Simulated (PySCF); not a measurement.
PySCF 2.14 output of an unrestricted TPSS calculation on a single atom or ion in def2-TZVP with the def2 core potential (60 electrons), with scalar relativity through the core potential:

```
SCF conv_tol = 1e-09
number electrons alpha = 9  beta = 8
    J. Tao, J. P. Perdew, V. N. Staroverov, and G. E. Scuseria.,  Phys. Rev. Lett. 91, 146401 (2003)
    J. P. Perdew, J. Tao, V. N. Staroverov, and G. E. Scuseria.,  J. Chem. Phys. 120, 6898 (2004)
    J. Tao, J. P. Perdew, V. N. Staroverov, and G. E. Scuseria.,  Phys. Rev. Lett. 91, 146401 (2003)
    J. P. Perdew, J. Tao, V. N. Staroverov, and G. E. Scuseria.,  J. Chem. Phys. 120, 6898 (2004)
cycle= 1 E= -118.895544761685  delta_E= -0.00767  |g|= 0.0831  |ddm|= 0.564
cycle= 2 E= -118.895644932295  delta_E= -0.0001  |g|= 0.109  |ddm|= 0.384
cycle= 3 E= -118.901189446472  delta_E= -0.00554  |g|= 0.0101  |ddm|= 0.153
cycle= 4 E= -118.901550665871  delta_E= -0.000361  |g|= 0.00756  |ddm|= 0.0824
cycle= 5 E= -118.90175413306  delta_E= -0.000203  |g|= 0.00779  |ddm|= 0.115
cycle= 6 E= -118.901780069832  delta_E= -2.59e-05  |g|= 0.000705  |ddm|= 0.0141
cycle= 7 E= -118.901780412444  delta_E= -3.43e-07  |g|= 6.09e-05  |ddm|= 0.00352
cycle= 8 E= -118.901780415321  delta_E= -2.88e-09  |g|= 2.15e-05  |ddm|= 0.000582
cycle= 9 E= -118.901780416195  delta_E= -8.75e-10  |g|= 2.54e-06  |ddm|= 0.000259
converged SCF energy = -118.901780416195  <S^2> = 0.99925588  2S+1 = 2.2354023
```

The run itself started from symmetry-adapted Hartree-Fock orbitals and held the occupation by maximum overlap, on a logarithmic radial grid, so the iterations belong to that start.

Q: Which element, charge and spin multiplicity is this?

A: Pt+ (platinum, charge +1), multiplicity 2; the state was [Xe] 4f14 5d9, 2D determinant.

Energies and moments cover only the electrons outside the core potential. Spin-orbit coupling, absent here, splits the open shell strongly. ⟨S²⟩ = 1.00 against 0.75 shows spin contamination.
